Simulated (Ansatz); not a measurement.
Consider the atomization: `CCC[BH][AlH2]` → Al• + B• + 3 C• + 10 H•.

Calculated with Ansatz (gas phase, PBE0-D4/def2-TZVP geometries, no zero-point term in ΔE). CBS: MP2 limit from def2 TZ/QZ plus the TZ coupled-cluster correction, frozen cores. This one scheme is used for every species, atoms too. No spin–orbit coupling; open shells (•) take unrestricted orbitals. Spin–orbit coupling would lower the free atoms: a little for Al, B, C. One conformer a species, not always the lowest.

`CCC[BH][AlH2]`:

Cartesian coordinates in Å:
```
C -0.931 0.912 1.175
C -1.221 -0.241 0.229
C -0.596 -0.031 -1.144
B 0.955 -0.083 -1.279
Al 2.303 -0.797 0.207
H 0.148 1.064 1.301
H -1.359 0.744 2.166
H -1.342 1.848 0.787
H -0.839 -1.176 0.659
H -2.304 -0.373 0.143
H -1.008 0.864 -1.631
H -0.893 -0.848 -1.831
H 1.393 0.261 -2.349
H 2.629 -2.351 0.381
H 3.065 0.207 1.187
```

| species | CCSD(T)/CBS(def2) energy (Eh) |
| --- | --- |
| `CCC[BH][AlH2]` | -386.93907 |
| Al• | -241.93820 |
| B• | -24.60433 |
| C• | -37.79194 |
| H• | -0.50000 |

(1) Work out ΔE.

(2) What do rigid-rotor, harmonic-oscillator terms from PBE0-D4/def2-TZVP frequencies (298.15 K, 1 bar) make of the CCSD(T)/CBS value? (Estimate.)

Largest T1 diagnostic among the species: 0.018.

## Answers

(1) ΔE = 10 × (-0.50000) + 3 × (-37.79194) + (-241.93820) + (-24.60433) − (-386.93907) = 2.02072 Eh = +1268.0 kcal/mol.

(2) Ansatz gave: ΔZPE = -74.0 kcal/mol, ΔH = +1210.4 kcal/mol, ΔS = 1568 J/(mol·K), ΔG = +1098.6 kcal/mol. Open shells count their whole term as degenerate. Modes under 50 cm⁻¹ make the entropy rough.

The D4 term adds +10.9 kcal/mol with B3LYP and +5.8 kcal/mol with PBE0; it sums over pairs of atoms, weighted by their polarisabilities, and B3LYP, whose exchange is more repulsive, gets the larger term. At CCSD(T), def2-SVP lies −46.8 kcal/mol from the extrapolated value and def2-TZVPP −25.7 kcal/mol: correlation converges slowly with the basis, and small sets miss more of it in the bonded molecule than in its fragments.

B3LYP here is the variant with VWN-RPA as its local correlation; programs differ in this.

For atomizations the MP2-based limit and the directly extrapolated one differ by several kJ/mol either way, and by 10 to 25 for some Ge, Se and Sn compounds, so smaller differences from it don't rank the levels.
